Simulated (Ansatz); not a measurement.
Energy needed to pull apart C$_{2}$AlF (SMILES [F][Al]1[C]#[C]1), closed shell, into free ground-state atoms, from the structure below (displaced at random from a GFN2-xTB minimum); no zero-point or spin–orbit terms; open-shell atoms are treated unrestricted, in their ground-state multiplicity.

F1  (-0.346, -0.170, 2.106)
Al2  (-0.077, -0.044, 0.477)
C3  (0.076, 0.761, -1.278)
C4  (0.319, -0.523, -1.336)
(Å)

Program: Ansatz 0.2.0. Basis: def2-TZVPP. Cores are frozen in the correlated methods.

| method | atomization energy (kJ/mol) |
| --- | --- |
| PBE-D4 | 1802 |
| r2SCAN-D4 | 1738 |
| B97M-V | 1734 |
| PBE0-D4 | 1719 |
| LC-wPBE | ? |
| wB97M-V | 1736 |
| HF | 1150 |
| MP2 | ? |
| CCSD | 1616 |
| CCSD(T) | 1676 |

(1) What does LC-wPBE give? (Judge from chemistry; the value comes from the calculation.)

(2) What does MP2 give? (To be estimated.)

No T1 diagnostic of these runs exceeds 0.023.

## Answers

(1) Computed: 1716 kJ/mol, which is about 40 kJ/mol more than CCSD(T)/def2-TZVPP.

(2) The calculation gives: 1786 kJ/mol, which is about 110 kJ/mol more than CCSD(T)/def2-TZVPP.

In triple zeta the MP2 and coupled-cluster atomization energies are still short of their basis limit by a few kcal/mol a bond, whereas those of the functionals are nearly converged, so these differences are not deviations from converged CCSD(T).

For scale, one of the runs: CCSD(T)/def2-TZVPP forces, 135 basis functions, launched by `ansatz run in.yaml --threads 4 --pin off --events-out ev --progress --plain --max-ram 5222MiB`. Hardware: 4 CPU threads of an Intel Xeon 6975P-C, shared host. Wall time 24 s; peak host memory 1.4 GiB.
